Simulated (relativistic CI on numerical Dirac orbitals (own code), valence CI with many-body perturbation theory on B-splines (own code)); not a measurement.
How much core-valence correlation do B, Al, In, Tl need?

Mean absolute errors of calculated excitation energies against measured levels (NIST Handbook of Basic Atomic Spectroscopic Data), in cm⁻¹. A: short ab initio CI on KLI orbitals; B: with scaled Slater integrals; C: with a P86 correlation functional too. D: large valence CI outside the frozen Dirac-Fock core of the bare core ion; E: with the core-valence potential Σ₁; F: with Σ₁, the screening Σ₂, a three-electron term, Breit and QED. Only levels that pair in all six are counted, so the sets differ, and species with too few are missing. α is the calculated polarisability of the core. The settings were settled with such spectra in view, so this is no blind test.

```tsv
Species	Core	α (bohr³)	Levels	A	B	C	D	E	F	D/F
B	[He]	0.0195	11	4025	2388	5654	275	113	20	13.9
Al	[Ne]	0.265	15	2109	966	4073	263	442	44	5.9
In	[Kr] 4d10	3.22	10	1849	1676	3344	2340	1727	119	19.7
Tl	[Xe] 4f14 5d10	4.98	11	3212	3171	408	3367	1691	132	25.5
```

The error of D is 275 cm⁻¹ for B, whose core is the least polarisable (α = 0.02), and 3367 for Tl, the most polarisable (α = 5); how far the valence electrons reach into the core matters as well as α. With all terms the errors lie between 20 and 132. E is worse than D for Al, where Σ₁ without screening overshoots.
